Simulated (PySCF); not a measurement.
# Static response to an electric field

4-cyanothiazole, C4H2N2S.
Cartesian coordinates in Å at the PBE0-D3(BJ)/def2-SVP level; atoms count from 1:
```
atom  x, y, z in Å
N1     3.0644   -0.7422    0.7041
C2     1.9525   -0.5312    0.4563
C3     0.5858   -0.2406    0.1529
C4     0.0696    1.0358    0.1020
S5    -1.5896    0.9610   -0.2906
C6    -1.4729   -0.7673   -0.3580
N7    -0.2994   -1.2511   -0.1097
H8     0.5891    1.9763    0.2744
H9    -2.3486   -1.3748   -0.5961
```

Level: wB97X-D/def2-SVPD (PySCF), static field, nuclei fixed, core orbitals frozen in the response. The polarisability tensor in these axes (au):

```
x    99.99 -10.33  12.18
y   -10.33  72.61  -0.93
z    12.18  -0.93  48.27
```

Problem. Diagonalise the tensor; give its mean and Δα, where Δα² is half the sum of the squared differences of the eigenvalues.

Solution. Principal values 45.47, 69.51 and 105.90 au; mean 73.63 au = 10.91 Å³ = 12.14 × 10⁻⁴⁰ C²·m²/J; Δα = 52.70 au (72 % of the mean).

Problem. What is the dipole moment, and where does it point?

Solution. (-4.50, 2.60, -0.91) D, 5.27 D in size, pointing from the negative to the positive side. Measured along this direction, the outermost atoms are N1 at the negative end and S5 at the positive end.

Problem. Give the eigenvalues of the traceless quadrupole moment Θ = ½Σq(3rr − r²1), origin at the centre of nuclear charge.

Solution. -12.20, 2.52, 9.69 D·Å. The values depend on the origin, since the dipole doesn't vanish. The electronic extent ⟨r²⟩ about the same centre is 844 bohr², a root-mean-square distance of 2.05 Å for the 56 electrons.

Problem. Rayleigh depolarisation ratio (linearly polarised light, static tensor)?

Solution. ρ = 3Δα²/(45ᾱ² + 4Δα²) = 8330.6/(243938 + 11107.4) = 0.0327.

Problem. Sum over states: ᾱ = Σ f/ω², ω in Eh. What share falls to these 6 lowest TDDFT singlets (eV, f)? 5.56, 0.0001; 5.60, 0.1266; 6.18, 0.0127; 6.28, 0.0008; 6.54, 0.0018; 6.75, 0.3729.

Solution. They add up to 9.35 au, 12.7 % of the 73.63 au; the largest single term is 6.07 au, from the state at 6.75 eV. Terms in order: 0.00, 2.99, 0.25, 0.01, 0.03, 6.07 au. Higher excitations give the rest. The strengths listed sum to 0.515.

Isolated species at its PBE0-D3(BJ)/def2-SVP geometry, gas phase.

The pairwise dispersion term of wB97X-D wasn't added to the energies; at a given geometry it leaves orbitals and properties as they are.
